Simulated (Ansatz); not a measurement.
Spectroscopic constants of CuS, multiplicity 2 (the spin of the measured ground state). No spin–orbit coupling. Cu is treated without relativity.

D_e counts from the fitted minimum to each atom's lowest state at the same level, without counterpoise.

Run with Ansatz (an electronic-structure program). Values without a source in brackets are computed.

Task: One of these levels gives 358.8 kJ/mol for the bond energy D_e. Which one is it?
(A) PBE/def2-TZVPP
(B) SVWN5/def2-TZVPP
(C) BHLYP/def2-TZVPP

Result: B, SVWN5/def2-TZVPP. The others give 296.7 (PBE/def2-TZVPP), 231.9 (BHLYP/def2-TZVPP)
